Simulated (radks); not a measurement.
Question: These are the eigenvalues of the occupied orbitals of an atom or ion with whole-number occupations (eV). All-electron calculation, non-relativistic Kohn-Sham, revTPSS, spin-polarised, spherical densities, point nucleus; meta-GGA in the generalised Kohn-Sham scheme. Program: a radial shooting solver on a logarithmic mesh with Libxc functionals.

| orbital | eigenvalue |
|---|---|
| 1s up | -518.8911 |
| 1s down | -517.5981 |
| 2s up | -26.0606 |
| 2s down | -22.4366 |
| 2p up | -10.3900 |
| 2p down | -6.9470 |

Which element is it, and in what charge state? The configuration may be excited. Open shells, if any, are filled with parallel spins first.

Answer: Z = 8, oxygen, charge 0: O in [He] 2s2 2p4. The list shows which subshells hold electrons but not how many an open one holds; the 1s level, -19.069 hartree, gives Z - s = 6.2 by -(Z - s)^2/2, which with screening narrows Z to a few neighbours, and the depths of the outer levels then fix element, charge and occupations together.
